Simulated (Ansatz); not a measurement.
A run for Ansatz (a program for electronic structure): U-CAM-B3LYP/def2-TZVPP on N (SMILES [N]).

Ansatz 0.2 input:
```yaml
crystal:
  periodic: [false, false, false]
  atoms:
    - {symbol: N, position_ang: [0.00000000, 0.00000000, 0.00000000]}
basis:
  gaussian:
    orbitals: def2-TZVPP
hamiltonian:
  xc: {name: CAM-B3LYP}
magnetization: {spin_polarized: true, initial_magnetization: 3}
```

The log:

```
WARN ansatz: RAYON_NUM_THREADS=1 ignored (pool sized by the plan → 1); use --threads N
Functional definition: CAM-B3LYP
integrals: 0.00 GiB planned
155 factors; their error is unknown
integrals: 0.03 GiB planned
39 factors; integrals over basis functions are off by at most 2.0e-5 eV
mean field: 0.06 GiB planned
mean field evaluation 1: about -1485.1653 eV, gradient 5.5e0 eV
mean field evaluation 2: about -1485.2428 eV, gradient 2.4e0 eV
mean field evaluation 4: about -1485.2636 eV, gradient 6.6e-3 eV
mean field evaluation 8: about -1485.2690 eV, gradient 4.1e-4 eV
mean field -1485.26898421 eV, -54.5826284183 hartree, gradient 4.1e-5 eV, S^2 3.753241; 0 other end points of the search recorded, 0 dependent functions left out
reference -1485.26905043 eV, -54.5826308518 hartree; 5, 2 occupied and 26, 29 virtual orbitals, 155 factors
Total energy: -1485.26905043 eV, -54.5826308518 hartree
```

Self-consistency was reached.

Cost: very roughly 0.4 core-seconds.
